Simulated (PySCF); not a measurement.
Compound: C3H10BFO.
Atom-mapped SMILES: `[BH3-:1][O+:2]([CH3:3])[CH2:4][CH2:5][F:6]` (hydrogens: H7, H8, H9 on B1; H10, H11, H12 on C3; H13, H14 on C4; H15, H16 on C5)

The calculation used core-valence-separated Tamm–Dancoff BHandHLYP/aug-pcX-1 (pcseg-1 on H) in PySCF, non-relativistic, gas phase, PBE0-D3(BJ)/def2-SVP geometry.

Computed fluorine K-edge spectrum, Gaussian lines of 0.5 eV full width, highest printed point 100; it ends one width below the last computed root. The energies are unshifted.

photon energy (eV), absorption and a bar:
```
    684.6          1 
    684.7          2 
    684.8          7 ##
    684.9         19 #####
    685.0         40 ############
    685.1         67 ####################
    685.2         92 ############################
    685.3        100 ##############################
    685.4         87 ##########################
    685.5         61 ##################
    685.6         34 ##########
    685.7         15 ####
    685.8          6 ##
    685.9          2 
    686.0          1 
    686.1          1 
    686.2          3 #
    686.3          7 ##
    686.4         14 ####
    686.5         24 #######
    686.6         32 #########
    686.7         34 ##########
    686.8         29 #########
    686.9         22 ######
    687.0         15 ####
    687.1         13 ####
    687.2         15 ####
    687.3         18 #####
    687.4         19 ######
    687.5         19 ######
    687.6         16 #####
    687.7         13 ####
    687.8         10 ###
    687.9          8 ##
    688.0          9 ###
    688.1         12 ###
```

Task: Assign the maxima to core holes.

Result: 3 maxima:
- 685.3 eV: F6 (alkyl fluorine), 685.29 eV, f = 0.027, 100 % of the height at the exact maximum
- 686.7 eV: F6 (alkyl fluorine), 686.68 eV, f = 0.009, 100 % of the height at the exact maximum
- 687.4 eV: F6 (alkyl fluorine), 687.33 eV, f = 0.004, 61 % of the height at the exact maximum; F6 (alkyl fluorine), 687.57 eV, f = 0.003, 38 % of the height at the exact maximum

Roots within 0.03 eV on the same or equivalent atoms count as one line; shares under 12 % aren't listed.

Vibrational structure and lifetime widths aren't in the curve. The ionisation threshold wasn't computed; near and above it a finite basis only mimics Rydberg series and continuum.

Conformer computed: `[BH3-:1][O+:2]([CH3:3])[CH2:4][CH2:5][F:6]`: B1–O2–C4–C5 60°, O2–C4–C5–F6 162°.

One conformer stands for the species.
